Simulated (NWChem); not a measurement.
Species: CHClF₂; SMILES FC(Cl)F

All runs: NWChem. Pople sets run with spherical d functions. Each level has its own optimisation. Entropies are gas-phase, rigid-rotor, harmonic values for NWChem's default masses at 298.15 K and 1 bar, so the errors hold that model's part too (torsions, anharmonicity).

Measured entropy at 1 bar: 67.1 cal/(mol K) (CRC Handbook, as tabulated in the package chemicals).

```json
[
 {"level": "B3LYP/3-21G", "entropy at 1 bar (cal/(mol K))": "68.2", "computed − measured": "+1.1"},
 {"level": "Hartree-Fock/3-21G", "entropy at 1 bar (cal/(mol K))": "67.4", "computed − measured": "+0.3"},
 {"level": "LDA (Slater exchange, VWN5)/def2-SVP", "entropy at 1 bar (cal/(mol K))": "67.1", "computed − measured": "0.0"},
 {"level": "B3LYP/6-31G*", "entropy at 1 bar (cal/(mol K))": "67.3", "computed − measured": "+0.2"}
]
```
